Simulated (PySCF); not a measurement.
Spectrum to structure. Theory: PySCF, TDDFT wB97X-D/def2-SVPD, vertical, gas phase, core orbitals frozen in the response. Geometries: GFN2-xTB, one conformer each.

```csv
state,E (eV),λ (nm),f
S1,5.50,225.5,0.408
S2,6.02,205.8,0.0001
S3,6.06,204.5,0.0004
S4,6.96,178.1,0.0000
S5,7.08,175.1,0.057
S6,7.18,172.6,0.018
S7,7.31,169.6,0.0038
S8,7.54,164.4,0.0004
```

Triplets computed (Tamm–Dancoff): 3.24, 5.75, 5.75 eV.

Question: Which structure fits? All have the formula C6H6N2.
A. `CC/C(C#N)=C/C#N`
B. `C=C[C@H](C#N)CC#N`
C. `C#CCN1C=CC=N1`

Answer: A. Its S1, at 5.50 eV, is the lowest among the candidates; the nearest of the others has S1 at 6.58 eV. S1 is HOMO→LUMO (95%). Löwdin shares by element: HOMO carbon 42% or more, nitrogen 30% (atoms not listed hold the other 29%); LUMO carbon 47% or more, nitrogen 24% (atoms not listed hold the other 29%). At the same level the other candidates give, for their lowest levels:
- `C#CCn1cccn1`: 6.58 eV (f 0.016); 6.67 eV (f 0.119); 6.86 eV (f 0.053); 6.97 eV (f 0.005); 7.03 eV (f 0.015); T1 4.80 eV; HOMO -9.10, LUMO 1.91 eV
- `C=C[C@H](C#N)CC#N`: 7.50 eV (f 0.338); 7.73 eV (f 0.002); 7.80 eV (f 0.005); 7.96 eV (f 0.001); 8.03 eV (f 0.020); T1 4.62 eV; HOMO -10.52, LUMO 0.93 eV

Conformer computed: `[CH3:1][CH2:2]/[C:3]([C:4]#[N:5])=[CH:6]/[C:7]#[N:8]`: C1–C2–C3–C4 -68°.
